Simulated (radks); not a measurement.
Numerical settings for neutral barium, [Xe] 6s2. All-electron calculation, Dirac Kohn-Sham, BLYP, spin-unpolarised, spherical densities, finite nucleus; Fermi nuclear charge, rms radius 4.8378 fm. Program: a radial shooting solver on a logarithmic mesh with Libxc functionals. The defaults (mesh step 0.008 in ln r, mesh end at 40 bohr or more with all orbitals vanishing there, Anderson mixing 0.5 over 9 steps, residual threshold near 1e-9 with the energy settled to 1e-9 hartree or 1e-11 of itself, here a cap of 59 iterations) give E = -8139.7110 hartree and 6s1/2 at -3.070 eV in 14 iterations. Run on one thread of a shared host, so times are rough (Arm Neoverse V2): 0.12 s of CPU time, 0.12 s wall, 14 iterations on 2440 mesh points. Changes against that run (0 stands for a change within the tolerance of the run):

| setting | iterations | converged | E (mhartree) | e(6s1/2) (meV) | CPU (s) |
|---|---|---|---|---|---|
| mesh step in ln r 0.005 | 17 | yes | 0 | 0 | 0.2 |
| mesh step in ln r 0.02 | 14 | yes | +0.000449 | 0 | 0.05 |
| mesh step in ln r 0.012 | 14 | yes | 0 | 0 | 0.08 |
| mesh end (bohr) 8 | 13 | yes | +35.1 | +1.06e+03 | 0.1 |
| mesh end (bohr) 12 | 14 | yes | +1.2 | +70.5 | 0.11 |
| residual threshold 0.1 | 7 | yes | 0 | -0.823 | 0.08 |
| residual threshold 0.01 | 7 | yes | 0 | -0.823 | 0.07 |
| mixing 1.5 | 17 | yes | 0 | 0 | 0.14 |
| linear mixing, mixing 1 | 59 | no | -2.98e+06 | -4.17e+04 | 0.92 |
| linear mixing, mixing 0.5 | 30 | yes | 0 | 0 | 0.2 |
| mixing history 20 | 18 | yes | 0 | 0 | 0.14 |
| iteration cap 8 | 8 | no | 0 | +0.0642 | 0.07 |

Settings that end as converged yet miss the energy by more than 1 mhartree: mesh end (bohr) 8 (+0.0351 hartree); mesh end (bohr) 12 (+0.0012 hartree). A mesh that ends early acts as a hard wall.
